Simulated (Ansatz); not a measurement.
Ansatz (a quantum-chemistry and plane-wave program) input:
A basis named .json is the Basis Set Exchange file of that set.

Ansatz 0.2 input:
```yaml
crystal:
  periodic: [false, false, false]
  atoms:
    - {symbol: Ga, position_ang: [0.00000000, 0.00000000, 0.00000000]}
    - {symbol: H, position_ang: [0.00000000, 0.00000000, 1.52926202]}
    - {symbol: H, position_ang: [-0.00000000, -0.00000000, -1.52926202]}
basis:
  gaussian:
    orbitals: def2-TZVPP
    fitting: {mean_field: def2-universal-jkfit, correlation: def2-TZVPP-RIFIT.json}
total_charge: 1
magnetization: {spin_polarized: false}
correlation: {method: mp2, electrons: outside_noble_gas}
```

Predict the final energy.

-1924.17935 Eh (RI-MP2/def2-TZVPP). The basis has 76 functions.
